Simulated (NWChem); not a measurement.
Molecule: C₂H₅ClOSi; SMILES [SiH2](C(=C)Cl)O

```xyz
10

C      1.6668    -1.2108    -0.3854
C      0.5701    -0.5905     0.0529
Cl    -0.8739    -1.5512     0.4701
Si     0.3614     1.2632     0.2986
O     -0.8477     1.8862    -0.6567
H      1.7397    -2.2899    -0.4933
H      2.5413    -0.6228    -0.6533
H      1.6171     1.9175    -0.1352
H      0.1004     1.4985     1.7442
H     -1.7333     1.5184    -0.5254
```
Atoms are numbered in this order, from 1.

Program: NWChem. Pople sets run with spherical d functions. Structure relaxed at the B3LYP/6-31G* (spherical d) level. Level: B3LYP/6-31G* with SMD (1 M gas to 1 M solution), gas-phase geometry. Reactions with the solvent are ignored.

For solvent toluene:

cavity-dispersion-structure term (kcal/mol): -1.4
dipole in solution (D): 0.88

Task: What are these values for solvent water?

Result: 
| Item | Value |
|---|---|
| cavity-dispersion-structure term (kcal/mol) | 3.9 |
| dipole in solution (D) | 1.05 |
